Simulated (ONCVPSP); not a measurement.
Before and after: ONCV potential for germanium

- Element: Ge (Z = 32)
- Generator: ONCVPSP 4.0.1
- Type: optimised norm-conserving Vanderbilt (ONCV)
- Functional: LDA (Perdew-Zunger)
- Relativity: scalar-relativistic
- Frozen core: [Ar] 3d10
- Valence charge: 4
- Reference configuration: 4s2 4p2
- Partial waves: 4s: rc 1.75 bohr, ncon 4, nbas 8, qcut 2.9 1/bohr, 3 projectors, debl 2.1 Ha; 4p: rc 1.90 bohr, ncon 3, nbas 7, qcut 5.1 1/bohr, 2 projectors, debl 3.4 Ha
- Local potential: polynomial inside 1.50 bohr (lpopt 5, dvloc0 1 Ha)
- Core correction: none

Change: s: nbas 9.

Cutoffs: the cutoffs (Ha) at which the residual kinetic energy of the hardest occupied pseudo-wave falls to 1 and 0.1 mHa per electron; they do not see the model core or the augmentation charge, which bear on the density cutoff. Errors are all-electron minus pseudo energies relative to the spin-unpolarised reference configuration.

What does the change do?

The potential gets harder (44 Ha and 56 Ha → 47 Ha and 76 Ha); the errors of the 4 common tests hardly move; neither file shows a bound ghost.

```tsv
quantity	base	changed
cutoff, loose	44 Ha	47 Ha
cutoff, tight	56 Ha	76 Ha
loose cutoff by channel	s 44 Ha, p 7.2 Ha	s 47 Ha, p 7.2 Ha
bound ghosts	none	none
GHOST(+) flags under 300 eV	s at 218.8 eV	s at 223.6 eV
error for 4s2 4p1, meV [ΔE 7.64 eV]	+3.8	+3.9
error for 4s2 4p0, meV [ΔE 23.35 eV]	+37	+39
error for 4s1 4p0, meV [ΔE 58.57 eV]	+250	+247
error for 4s2 4p1.5, meV [ΔE 2.89 eV]	+0.5	+0.5
s: phases at 1.78 bohr within 0.05 rad from the reference energy up to (Ha; the scan ends near 5)	to the end of the scan	to the end of the scan
p: phases at 1.93 bohr within 0.05 rad from the reference energy up to (Ha; the scan ends near 5)	4.5	4.5
```
